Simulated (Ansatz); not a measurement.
Al13P13H34, a nanocrystal cut from zinc blende AlP (hydrogen-capped). The state is a triplet with charge 0. Geometry r2SCAN-D4/def2-SVP, that of the neutral singlet; atoms count from 1.

```xyz
60

Al    0.369    1.475   -4.610
Al   -1.221    4.212   -1.487
Al    2.295   -1.823   -4.045
Al    3.905   -2.067    0.299
Al    0.364    3.998    1.488
Al    2.960    0.815    2.862
Al    1.553    0.962   -0.924
Al   -2.277    0.118   -1.567
Al    0.243   -2.572   -0.234
Al   -0.860    0.295    2.014
Al   -3.658    2.845    1.019
Al    0.956   -2.771    3.512
Al   -3.495   -3.228    1.893
P     2.017    0.425   -3.181
P     0.883    3.227   -0.711
P    -1.477    0.043   -3.846
P    -2.804    2.396   -1.203
P     3.287    0.277    0.559
P     1.048   -3.206   -2.409
P     1.932   -3.067    1.318
P     2.201    3.104    2.867
P    -1.472    2.580    2.113
P     0.941   -0.342    3.416
P    -0.337   -0.292   -0.222
P    -1.767   -3.806    0.237
P    -2.749   -1.043    2.704
H     0.668    1.166   -6.142
H    -0.032    2.921   -4.080
H    -1.471    5.067   -0.138
H    -1.216    4.931   -2.898
H     1.328   -1.937   -5.312
H     3.804   -2.310   -4.063
H     5.232   -2.363    1.124
H     3.755   -2.442   -1.252
H     0.346    5.542    1.830
H     4.201    0.558    3.816
H    -3.397   -0.976   -1.262
H    -4.172    4.344    1.144
H    -4.550    1.630    1.564
H     1.866   -3.326    4.691
H    -0.586   -3.208    3.359
H    -3.376   -4.278    3.078
H    -4.812   -2.969    1.042
H     3.248    1.088   -3.451
H     1.946    4.055   -1.169
H    -2.624    0.284   -4.651
H    -1.245   -1.309   -4.226
H    -3.886    2.670   -2.089
H     4.450    1.008    0.180
H     1.749   -4.419   -2.181
H    -0.081   -3.748   -3.085
H     2.078   -4.470    1.113
H     3.334    3.928    2.622
H     1.989    3.468    4.226
H    -1.652    2.795    3.510
H     0.558    0.141    4.701
H    -2.418   -3.980   -1.014
H    -1.356   -5.149    0.454
H    -3.855   -0.155    2.580
H    -2.657   -1.115    4.120
```

Single mean-field runs in def2-SVP are fitted with def2-universal-jkfit. At PBE0-D4/def2-SVP a singlet of charge 0 lies 4.81 eV below the triplet at the same geometry.

Problem. Estimate the Mulliken populations of the heavy atoms from the PBE0/def2-SVP orbitals of Ansatz.

Solution. 
| atom | charge (e) | spin (α − β) |
| --- | --- | --- |
| Al1 | 0.41 | 0.02 |
| Al2 | 0.42 | 0.00 |
| Al3 | 0.40 | 0.03 |
| Al4 | 0.41 | 0.01 |
| Al5 | 0.51 | 0.03 |
| Al6 | 0.57 | 0.03 |
| Al7 | 0.60 | 0.21 |
| Al8 | 0.51 | 0.09 |
| Al9 | 0.52 | 0.19 |
| Al10 | 0.49 | 0.27 |
| Al11 | 0.41 | 0.01 |
| Al12 | 0.40 | 0.01 |
| Al13 | 0.42 | 0.02 |
| P14 | -0.52 | 0.10 |
| P15 | -0.47 | 0.18 |
| P16 | -0.30 | 0.01 |
| P17 | -0.55 | 0.08 |
| P18 | -0.50 | 0.11 |
| P19 | -0.25 | 0.01 |
| P20 | -0.52 | 0.01 |
| P21 | -0.29 | 0.01 |
| P22 | -0.48 | 0.06 |
| P23 | -0.50 | 0.02 |
| P24 | -0.68 | 0.00 |
| P25 | -0.25 | 0.00 |
| P26 | -0.27 | 0.01 |
Mulliken values and Mayer orders depend strongly on the basis.

Problem. Where does the spin sit?

Solution. Summed by element: Al 0.94, P 0.60, H 0.47, of 2 unpaired in all. Largest on single atoms: Al10 0.27, Al7 0.21, Al9 0.19.

Problem. And the Mayer bond orders between bonded heavy atoms (over 0.3)?

Solution. Al1–P14 0.64 (2.42 Å); Al1–P16 0.56 (2.46 Å); Al2–P15 0.55 (2.45 Å); Al2–P17 0.68 (2.43 Å); Al3–P14 0.62 (2.42 Å); Al3–P19 0.55 (2.48 Å); Al4–P18 0.59 (2.44 Å); Al4–P20 0.62 (2.43 Å); Al5–P15 0.75 (2.39 Å); Al5–P21 0.57 (2.46 Å); Al5–P22 0.73 (2.40 Å); Al6–P18 0.73 (2.39 Å); Al6–P21 0.66 (2.41 Å); Al6–P23 0.72 (2.39 Å); Al7–P14 0.74 (2.37 Å); Al7–P15 0.71 (2.37 Å); Al7–P18 0.72 (2.38 Å); Al7–P24 0.72 (2.37 Å); Al8–P16 0.69 (2.42 Å); Al8–P17 0.72 (2.37 Å); Al8–P24 0.66 (2.40 Å); Al9–P19 0.75 (2.40 Å); Al9–P20 0.83 (2.35 Å); Al9–P24 0.71 (2.35 Å); Al9–P25 0.74 (2.41 Å); Al10–P22 0.77 (2.37 Å); Al10–P23 0.78 (2.37 Å); Al10–P24 0.71 (2.37 Å); Al10–P26 0.68 (2.42 Å); Al11–P17 0.63 (2.42 Å); Al11–P22 0.57 (2.46 Å); Al12–P20 0.62 (2.42 Å); Al12–P23 0.60 (2.43 Å); Al13–P25 0.58 (2.46 Å); Al13–P26 0.60 (2.45 Å).
